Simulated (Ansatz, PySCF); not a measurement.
System: GaCl, charge -1, multiplicity 2. 
Structure (B3LYP-D3(BJ)/def2-TZVP (Ansatz, a quantum-chemistry and plane-wave program) minimum search):
```xyz
2

Ga     0.0000     0.0000    -0.8713
Cl     0.0000     0.0000     1.5889
```
Charge -1, spin multiplicity 2.

Total electronic energies in hartree. Valence correlation only, unless marked. Open shells are spin-unrestricted. Spin-orbit coupling is left out. Frozen are the shells of the preceding noble gas and the d and f shells that filled before the atom's block. Non-relativistic. CBS(X,Y): correlation extrapolated as X^-3; Hartree-Fock from the larger set.

```csv
level,program,energy (Eh)
PBE/def2-TZVPD,Ansatz,…
r2SCAN-D4/def2-TZVPD,Ansatz + dftd4,-2385.09530
PW6B95-D3(BJ)/def2-TZVPD,PySCF + dftd3,-2386.44633
MN15/def2-TZVPD,PySCF,-2385.34184
CAM-B3LYP-D4/def2-TZVPD,Ansatz + dftd4,…
MP2/def2-QZVPPD,Ansatz,-2383.15201
RI-MP2/def2-TZVPPD,Ansatz,-2383.07453
CCSD/def2-QZVPP,Ansatz,-2383.17419
"CCSD(T)/CBS(def2-TZVPPD,def2-QZVPPD)",Ansatz,-2383.2071
```

**Question.** Complete the blanks.

**Answer.** 
- PBE/def2-TZVPD, energy (Eh): -2384.66093
- CAM-B3LYP-D4/def2-TZVPD, energy (Eh): -2385.27315
